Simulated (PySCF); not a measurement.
dimethylboranyl formate (C3H7BO2), SMILES CB(C)OC=O. Atoms are numbered in the order given.

```xyz
13

C     -1.7208     1.5395    -0.1746
B     -0.7343     0.3398     0.0476
C     -1.2137    -1.1450     0.2123
O      0.6190     0.6925     0.1208
C      1.6853    -0.1369     0.0980
O      1.6989    -1.2575    -0.3200
H     -2.4784     1.2915    -0.9378
H     -1.2237     2.4826    -0.4452
H     -2.2899     1.7060     0.7597
H     -0.6448    -1.7060     0.9703
H     -2.2897    -1.2143     0.4327
H     -1.0271    -1.6754    -0.7394
H      2.5765     0.3912     0.5006
```
Charge 0, spin multiplicity 1.

The structure is a stationary point at B3LYP-D3(BJ)/def2-SVP. The values are those of a single conformer.

All values below come from B3LYP/def2-TZVP run with PySCF.

Atomic charges (e):

```tsv
atom	IAO	Mulliken
C1	-0.58	-0.38
B2	0.47	0.23
C3	-0.59	-0.38
O4	-0.38	-0.27
C5	0.43	0.23
O6	(withheld)	-0.27
H7	(withheld)	0.12
H8	(withheld)	0.12
H9	(withheld)	0.12
H10	(withheld)	0.13
H11	(withheld)	0.11
H12	(withheld)	0.14
H13	(withheld)	0.10
```

Task: Complete the blanks. (The exact figures need the calculation; the answer reports its results.)

Result: 
- O6, IAO: -0.42
- H7, IAO: 0.16
- H8, IAO: 0.15
- H9, IAO: 0.16
- H10, IAO: 0.16
- H11, IAO: 0.14
- H12, IAO: 0.18
- H13, IAO: 0.13

Computed Mayer and Wiberg (Löwdin basis) orders of the bonds:
| bond | Mayer | Wiberg |
|---|---|---|
| C1–B2 | 1.05 | 1.32 |
| B2–C3 | 1.07 | 1.32 |
| B2–O4 | 1.10 | 1.63 |
| O4–C5 | 1.09 | 1.62 |
| C5–O6 | 2.08 | 2.79 |
| C1–H7 | 0.95 | 0.86 |
| C1–H8 | 0.96 | 0.87 |
| C1–H9 | 0.94 | 0.84 |
| C3–H10 | 0.95 | 0.86 |
| C3–H11 | 0.95 | 0.86 |
| C3–H12 | 0.93 | 0.84 |
| C5–H13 | 0.95 | 0.88 |
